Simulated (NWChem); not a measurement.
Species: TaNHCl3; SMILES [NH]=[Ta]([Cl])([Cl])[Cl]

Not confirmed as a minimum by frequencies. def2 effective core potentials on Ta; no spin-orbit coupling.

Q: Give the equilibrium geometry at PBE0/def2-SVP with def2 effective core potentials on Ta (NWChem) as an XYZ file, with the point group.

A: point group C3v; any orientation.
```
6

Ta     0.0000     0.0000     0.1227
N      0.0000     0.0000     1.8673
H      0.0000     0.0000     2.8814
Cl    -0.7789     2.0625    -0.5438
Cl    -1.3967    -1.7058    -0.5438
Cl     2.1756    -0.3567    -0.5438
```
